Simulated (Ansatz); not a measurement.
Species: PbH₃, charge -1, multiplicity 1. Whether it binds its extra electron was not tested at this geometry. 
Structure (B3LYP-D3(BJ)/def2-TZVP (Ansatz, a first-principles code) minimum search):
```xyz
4

Pb     0.0223     0.0212     0.0211
H      0.6461    -1.2590    -1.2246
H     -1.2255     0.7106    -1.2229
H     -1.2526    -1.1909     0.7177
```
Charge -1, spin multiplicity 1.

Task: Give the harmonic wavenumbers at B3LYP-D3(BJ)/def2-TZVP (Ansatz, finite differences of forces, unscaled).

Result: 678, 678, 683, 1405, 1409, 1409 cm⁻¹. Zero-point energy 9.0 kcal/mol.

Task: From these and the geometry, give the ideal-gas thermochemistry at 298.15 K and 1 atm (rigid rotor, harmonic oscillator).

Result: Point group C3v, rotational symmetry number 3. Rotational constants 71.63, 71.63, 67.92 GHz. S(trans) 41.93, S(rot) 15.29, S(vib) 1.05, S(elec, spin only) 0.00, S 58.3 cal/(mol K). H(298) - H(0) 2.61 kcal/mol; G - E(el) -5.8 kcal/mol.
